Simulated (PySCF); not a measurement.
## Computed properties of CH5FO2Si2, SMILES F[Si@H]1OC[SiH2]O1

CH₅FO₂Si₂, SMILES F[Si@H]1OC[SiH2]O1. Geometry optimised at B3LYP-D3(BJ)/def2-SVP. The structure was generated by enumeration; whether it is a known compound was not checked. The values are those of a single conformer. All values are computed for the isolated molecule unless a solvent is named; none is compared with measurement here.

**Structure.** All 27 harmonic modes at B3LYP-D3(BJ)/def2-SVP (PySCF) are real, so it is a minimum. With heavy atoms numbered as in [F:1][Si@H:2]1[O:3][CH2:4][SiH2:5][O:6]1, the shortest bond between them is O3–C4 at 1.438 Å and the longest C4–Si5 at 1.931 Å.

**Vibrations.** The strongest infrared lines (harmonic, unscaled, degenerate partners summed) lie at 976 cm⁻¹ (407 km/mol, H 53 %, O 25 %, Si 19 %), 1077 cm⁻¹ (309 km/mol, O 52 %, C 38 %), 942 cm⁻¹ (274 km/mol, H 35 %, Si 35 %, F 18 %, O 9 %). The softest mode is at 88 cm⁻¹ and the zero-point energy is 42.0 kcal/mol.

**Electronic structure.** HF/def2-TZVP (PySCF) places the frontier levels at -11.91 and 2.75 eV, a gap of 14.66 eV, and gives a dipole moment of 2.54 D and a mean polarisability of 55.0 bohr³. PBE/def2-TZVP (PySCF) at the same geometry gives -7.00 and -1.19 eV, so its gap is 8.85 eV narrower. An orbital gap is neither the optical nor the fundamental gap.

**Excitations.** TDA-PBE0/def2-SVPD (PySCF) has S1 at 6.81 eV (182 nm, f = 0.016, weak); the most intense of the 10 singlets computed lies at 8.62 eV (f = 0.09). T1 (TDA) is at 6.34 eV, 0.47 eV under S1. TDA-PBE/def2-SVPD (PySCF) puts S1 at 5.96 eV. No vertical singlet excitation falls in the visible range (under 3.1 eV).

**NMR.** GIAO shifts at PBE0/pcSseg-1 (PySCF) (non-relativistic, atoms alike by connectivity averaged): ¹³C at 55.4 ppm against TMS; ¹H from 4.2 to 5.3 ppm against TMS; ²⁹Si from -36.6 to -7.4 ppm against TMS; ¹⁹F at -135.0 ppm against CFCl3.
